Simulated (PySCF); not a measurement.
# Electron correlation in In⁺ (indium, charge +1)

[Kr] 4d10 5s2, closed-shell 1S. Calculation: PySCF 2.14, in def2-TZVPPD with the def2 core potential (28 electrons); scalar relativity through the core potential. Frozen: 4s2 4p6 4d10; 2 electrons correlated.

With two correlated electrons CCSD is exact within the correlated space (frozen core and kept virtual orbitals).

```tsv
level	correlation energy (mhartree)
CCSD	-32.90
```

Diagnostics: T1 = 0.0063, D1 = 0.0089, largest double amplitude 0.096.

Is a single reference adequate?

Mostly. T1 lies below 0.03, but a double amplitude of this size points to a near-degeneracy that CCSD handles and MP2 describes poorly.
